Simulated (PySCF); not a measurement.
Mo(NH)2(OH)(Me) (CH6MoN2O), SMILES [NH]=[Mo](=[NH])([CH3])[OH], multiplicity 1.

Coordinates come from a PBE0-D3(BJ)/def2-SVP optimisation. The multiplicity is an assumed one; no other spin state was optimised. The structure was generated by enumeration; whether it is a known compound was not checked. The def2 effective core potentials stand for the cores of Mo; spin–orbit coupling is left out. One conformer was computed; it need not be the lowest.

All values below come from PBE0-D3(BJ)/def2-SVP run with PySCF.

Frequencies are harmonic and unscaled.

```
mode  ν (cm⁻¹)  IR (km/mol)  moving atoms (share of kinetic energy)
----  --------  -----------  --------------------------------------
1          166          0.2                                  H 94 %
2          173          2.0         O 37 %, H 27 %, C 25 %, Mo 10 %
3          214         13.8         H 32 %, N 27 %, C 23 %, Mo 13 %
4          219          7.7          N 39 %, H 31 %, Mo 15 %, C 8 %
5          239          7.2                  N 44 %, O 35 %, H 12 %
6          265         74.1                          H 50 %, N 39 %
7          317        101.0                          H 65 %, N 27 %
8          393        152.8                          H 85 %, N 11 %
9          540          9.0                 C 56 %, H 31 %, Mo 10 %
10         576        199.1                           H 78 %, N 9 %
11         616         29.8                           H 80 %, O 9 %
12         635         25.1                   H 77 %, C 12 %, O 9 %
13         656         80.8                   H 55 %, O 29 %, N 9 %
14         737         30.0                  H 70 %, C 12 %, N 10 %
15         753         81.4         H 48 %, O 25 %, N 15 %, Mo 10 %
16         762         75.2                  H 59 %, N 20 %, O 10 %
17        1012        167.9                         N 73 %, Mo 19 %
18        1042         59.9                         N 81 %, Mo 11 %
19        1191          0.2                          H 79 %, C 21 %
20        1403          8.5                                  H 94 %
21        1411          7.5                                  H 95 %
22        3046          1.7                                  H 97 %
23        3157          3.2                          H 90 %, C 10 %
24        3178          1.3                           H 91 %, C 9 %
25        3626        127.8                                  H 93 %
26        3649        158.5                                  H 92 %
27        3918        206.6                                  H 94 %
```
